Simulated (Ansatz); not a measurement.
System: C2H6BO, charge 0, multiplicity 2. It need not be the lowest isomer of its formula. SMILES: O(C)[B]C
Structure (B3LYP-D3(BJ)/def2-TZVP (Ansatz, a first-principles code) minimum search):
```
B
O 1 1.3295
C 2 1.4384 1 125.63
H 3 1.0891 2 108.16 1 122.82
H 3 1.0893 4 109.32 2 -117.68
H 3 1.0902 4 109.72 5 -120.35
C 1 1.5683 2 128.16 3 -0.08
H 7 1.0885 1 113.01 2 -179.94
H 7 1.0969 8 107.84 1 122.29
H 7 1.0969 8 107.83 9 115.39
```
Charge 0, spin multiplicity 2.

Computed values are from Ansatz. Cores are frozen in the correlated levels unless marked. UHF or UKS for open shells. No spin-orbit coupling. Non-relativistic. CBS(X,Y): correlation extrapolated as X^-3; Hartree-Fock from the larger set. The bracket is a focal-point correction in the basis named.

Task: What is the T1 diagnostic at CCSD/cc-pVTZ?

Result: 0.014.

Task: What is the dipole moment at CCSD(T)/aug-cc-pVDZ?

Result: 2.55 D.

Task: What is the atomisation energy De at RI-MP2/CBS(cc-pVTZ,cc-pVQZ)+[CCSD(T)-MP2]/cc-pVTZ?

Result: 3813.6 kJ/mol.

Task: What is the total energy at RI-MP2/CBS(cc-pVTZ,cc-pVQZ)+[CCSD(T)-MP2]/cc-pVTZ?

Result: -179.6434 Eh.
